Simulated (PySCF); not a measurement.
**Working out the ionisation energy of S²⁺**

S²⁺ [Ne] 3s2 3p2 (3P) → S³⁺ [Ne] 3s2 3p1 (2P). Calculation: PySCF 2.14, in aug-cc-pwCVTZ (8s7p5d3f, 75 functions); the non-relativistic Hamiltonian (point nucleus). Frozen: 1s2. Energies in hartree (1 hartree = 27.21139 eV):

| part | S²⁺ (lower) | S³⁺ (upper) |
| --- | --- | --- |
| UHF | -396.335676 | -395.080448 |
| CCSD correlation | -0.355016 | -0.333887 |
| (T) | -0.004733 | -0.003608 |

Task: What does Hartree-Fock give?

Result: (-395.080448) − (-396.335676) = 1.255228 hartree = 34.156 eV.

Task: What do CCSD and CCSD(T) give?

Result: The CCSD correlation energies differ by 0.021129 hartree = 0.575 eV and the triples by 0.001125 hartree = 0.031 eV, so CCSD gives 34.731 eV and CCSD(T) 34.762 eV.

A first-order spin-orbit estimate adds -0.009 eV to CCSD(T) (valence and next inner shell), giving 34.753 eV against 34.86 ± 0.04 eV (semi-empirical (NIST evaluation); NIST Atomic Spectra Database, ionization energies).

What remains against the reference includes basis incompleteness, the frozen core and higher excitations.
